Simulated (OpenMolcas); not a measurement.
# Computed transition rates of W2+

```json
{
  "Program": "OpenMolcas",
  "Method": "MS-RASPT2, IPEA 0.25 Eh, imaginary shift 0.1 Eh (closed shells correlated: 5s)",
  "Basis": "ANO-RCC-VQZP [9s8p6d4f3g2h]",
  "Scalar Hamiltonian": "DKH2, point nucleus",
  "Active space": "10 electrons in 8 orbitals (RAS1 5p, at most 2 holes; RAS2 5d)",
  "State averaging": "2S+1 = 5 even, 5 roots; 2S+1 = 3 even, 45 roots; 2S+1 = 1 even, 50 roots",
  "Spin-orbit coupling": "RASSI with atomic mean-field integrals over the reference wave functions, term energies averaged over their components"
}
```

Rates come from the transition moments of the reference wave functions (E1 and E2 in the length form). At fixed line strength A goes as λ^-3 for E1 and M1 and as λ^-5 for E2, so a rate at the computed wavelength can be rescaled to the measured one. Measured vacuum wavelengths follow from level energies in NIST levels as listed in McCann et al., Mon. Not. R. Astron. Soc. 538, 537 (2025). Branching counts decays inside the model space alone, at computed energies, and the table is only a selection of the M1 lines, drawn from those between levels with measured partners whose computed energy lies within a factor of 1.5 of the measured one.

```csv
Upper,Lower,Type,λ computed (nm),λ measured (nm),A computed (s-1),A rescaled (s-1),Branching %
5d⁴ ⁵D₄,5d⁴ ⁵D₃,M1,6524,7098,8.67e-02,6.73e-02,100.0
5d⁴ ⁵D₃,5d⁴ ⁵D₂,M1,5068,5505,3.26e-01,2.54e-01,100.0
5d⁴ ⁵D₂,5d⁴ ⁵D₁,M1,4187,4535,6.72e-01,5.29e-01,100.0
5d⁴ ⁵D₁,5d⁴ ⁵D₀ [68 %],M1,4039,4432,6.41e-01,4.85e-01,100.0
5d⁴ ³H₄ [59 %],5d⁴ ⁵D₄,M1,1544,1663,1.91e+00,,77.4
5d⁴ ³H₄ [59 %],5d⁴ ⁵D₃,M1,1249,1347,5.59e-01,,22.6
5d⁴ ³P₀(1) [59 %],5d⁴ ⁵D₁,M1,1035,1308,1.79e+01,,100.0
5d⁴ ³P₁(1),5d⁴ ⁵D₂,M1,889,1188,1.08e+01,,89.6
```

Spin-changing lines and M1 lines between different terms are not rescaled, since their strength hangs on the term gaps too.

The largest correction is for 5d⁴ ⁵D₁ → 5d⁴ ⁵D₀ [68 %] (M1): 6.41e-01 × (4039 / 4432)^3 = 4.85e-01 s-1, a factor of 0.76.

The computed rate and branching of 5d⁴ ⁵D₁ → 5d⁴ ⁵D₀ [68 %] give the upper level a radiative lifetime of 1.000 / 6.41e-01 s-1 = 1.56e+00 s, counting decays inside the model space alone. The rescaled rate gives about 2.1e+00 s.

The computed order of these levels differs from the measured one in 1 place, and where term gaps are wrong the rates of spin-changing lines can be off by large factors.

These are rates of the free ion; in crystals, glasses and complexes forced electric-dipole and non-radiative decay shorten such lifetimes by orders of magnitude. No measured rate stands beside these. Rescaling mends the energy factor alone: line strengths can still be far off where a level mixes with configurations outside the active space, and weak or spin-changing lines hang on small mixing coefficients that depend on the term gaps too, so rescaling need not improve them.

Term energies are means over components that CASPT2 splits; among the terms shown or strongly mixed into the levels shown the widest spread is 670 cm-1 (5d⁴ ¹G(1)). Over all roots computed the reference weight is 0.90 to 0.95; the roots of lowest weight are the least certain, and an intruder state may touch them. Active for correlation alone: 5p; no level in the range computed is led by a configuration that opens it, so any true level of that kind is missing. Some terms miss by over 15 % even with CASPT2, which points to a basis or an active space too small for the shells correlated. Measured partners are found by configuration, term and J. A level has none where our copy of the source lacks it or the pairing is in doubt (some pairs that miss far off the trend of their configuration count as doubtful). Levels of configurations outside the active space are missing.

A share in square brackets marks a mixed level and gives the weight of the term that names it. A number in round brackets counts repeated terms of one configuration in the order of the reference energies.
